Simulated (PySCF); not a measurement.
From computed data to an observable: oscillator strength and radiative lifetime

H6O2Si2, SMILES [SiH2](O)O[SiH3].

Coordinates come from a PBE-D3(BJ)/def2-SVP optimisation. Other conformers were not sampled.

TDDFT-CAM-B3LYP/def2-SVPD (PySCF) puts the first singlet state with f over 0.02 at 8.15 eV (vertical), with the transition dipole (-0.389, 0.018, 0.189) in atomic units.

Question: Find the oscillator strength, the wavelength and the radiative lifetime that this transition would have in vacuum if emission retraced absorption.

Answer: 
|μ|² = 0.1874 au, so |μ| = 1.10 D. ΔE = 8.15/27.211 = 0.2995 hartree. f = (2/3) ΔE |μ|² = 0.037 (the program prints 0.037).
λ = 1239.84/8.15 = 152 nm; ν = 65734 cm⁻¹.
Einstein's coefficient A = 0.6670 ν² f s⁻¹ (ν in cm⁻¹) = 1.1e8 s⁻¹, so τ = 1/A = 9.3 ns. This state is S4; the lower singlets have f = 0.003, 0.001, 0.011. The figure is the radiative limit of this one transition; relaxation, internal conversion, crossing to triplets and a medium change what is measured.
